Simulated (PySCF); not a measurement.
Compound: C6H11S (doublet state).
SMILES with atom numbers: `[CH2:1]=[C:2][C@@H:3]([CH2:4][CH3:5])[CH2:6][SH:7]` (hydrogens: H8, H9 on C1; H10 on C3; H11, H12 on C4; H13, H14, H15 on C5; H16, H17 on C6; H18 on S7)

Geometry (GFN2-xTB, Å), atoms numbered from 1 in this order:
```xyz
18
C6H11S angstrom
C     -1.016    0.801   -2.189
C     -0.518   -0.152   -1.473
C     -0.365   -0.669   -0.121
C      1.121   -0.810    0.259
C      1.902    0.494    0.149
C     -1.143    0.226    0.867
S     -1.106   -0.391    2.582
H     -0.900    0.826   -3.263
H     -1.583    1.644   -1.787
H     -0.817   -1.671   -0.083
H      1.569   -1.552   -0.405
H      1.185   -1.190    1.280
H      2.959    0.307    0.322
H      1.565    1.217    0.888
H      1.783    0.927   -0.841
H     -2.186    0.306    0.562
H     -0.707    1.222    0.910
H     -1.750   -1.530    2.332
```

The hyperfine couplings belong to this conformer and change with its torsions.

Computed with UKS B3LYP, pcH-1 on C H S, non-relativistic, mean-field spin-orbit, GIAO (PySCF). One conformer (not necessarily the lowest) at the GFN2-xTB geometry, without solvent, vibrations or thermal averaging. Couplings are sensitive to structure, and on GFN2-xTB geometries they can be far from those on DFT ones. The SCF solution wasn't tested for stability.

Principal values of hyperfine tensors in MHz (contact, dipolar and spin–orbit terms together), for some of the nuclei:

```
atom  isotope      A1      A2      A3
  C2      13C  170.00  189.53  393.47
  H8       1H  117.52  118.69  135.20
  C6      13C   66.98   67.27   83.54
 H10       1H   20.11   21.66   38.60
  C4      13C    9.32    9.57   14.41
  C1      13C  -27.11   -8.44    4.69
  C3      13C    3.14    3.38   16.22
 H17       1H   -8.29   -5.92    2.07
```

Q: Split each tensor into its isotropic and traceless parts, and turn a_iso into mT with g = 2.0024.

A: a_iso is a third of the trace, T = A − a_iso, and a(mT) = a(MHz)/(g × 13.996). The tensors hold a spin–orbit part: the run splits a_iso into a_FC + a_SO, and T includes its anisotropic share.

```json
{"atom": "C2", "a_iso (MHz)": "251.00", "a_FC": "251.13", "a_SO": "-0.13", "a_iso (mT)": "8.956", "T1": "-81.00", "T2": "-61.47", "T3": "142.47"}
{"atom": "H8", "a_iso (MHz)": "123.80", "a_FC": "123.81", "a_SO": "0.00", "a_iso (mT)": "4.418", "T1": "-6.28", "T2": "-5.11", "T3": "11.39"}
{"atom": "C6", "a_iso (MHz)": "72.60", "a_FC": "72.58", "a_SO": "0.02", "a_iso (mT)": "2.590", "T1": "-5.62", "T2": "-5.33", "T3": "10.94"}
{"atom": "H10", "a_iso (MHz)": "26.79", "a_FC": "26.79", "a_SO": "0.00", "a_iso (mT)": "0.956", "T1": "-6.68", "T2": "-5.13", "T3": "11.81"}
{"atom": "C4", "a_iso (MHz)": "11.10", "a_FC": "11.10", "a_SO": "0.00", "a_iso (mT)": "0.396", "T1": "-1.78", "T2": "-1.53", "T3": "3.31"}
{"atom": "C1", "a_iso (MHz)": "-10.29", "a_FC": "-10.29", "a_SO": "0.00", "a_iso (mT)": "-0.367", "T1": "-16.82", "T2": "1.85", "T3": "14.98"}
{"atom": "C3", "a_iso (MHz)": "7.58", "a_FC": "7.58", "a_SO": "0.00", "a_iso (mT)": "0.270", "T1": "-4.44", "T2": "-4.21", "T3": "8.64"}
{"atom": "H17", "a_iso (MHz)": "-4.05", "a_FC": "-4.05", "a_SO": "0.00", "a_iso (mT)": "-0.144", "T1": "-4.25", "T2": "-1.88", "T3": "6.12"}
```

Q: What spin density at the nucleus of C4 lies behind its contact coupling (g_N = 1.40482)?

A: a_FC = (2μ0/3) gₑ μB g_N μN ρ(0)/(2S·h) = 800.24 MHz × g_N × ρ(0)/(2S), with ρ in bohr⁻³. With a_FC = 11.10 MHz and 2S = 1, ρ(0) = 0.009873 bohr⁻³.

Q: H9 (1H, g_N = 5.58569) isn't in the table. Its spin density at the nucleus is 0.04065 bohr⁻³. What is its contact coupling?

A: By the same relation, a_FC = 181.7 MHz. Its full tensor has the principal values 177.26, 179.79, 188.02 MHz.

Q: Name the largest traceless tensor T of the table and describe it.

A: C2: -81.0, -61.5, 142.5 MHz (the dipolar term alone has -80.8, -61.5, 142.4), rhombic: the two smaller values differ by 14 % of the largest.

Q: In a single crystal, with the field along each principal axis of the tensor of H8 in turn, what first-order splitting does this nucleus give (isotropic g, quadrupole terms neglected)?

A: 2 lines (I = 1/2), spaced by |A_i|/(g × 13.996): 4.19, 4.24, 4.82 mT along the axes of A1, A2 and A3.
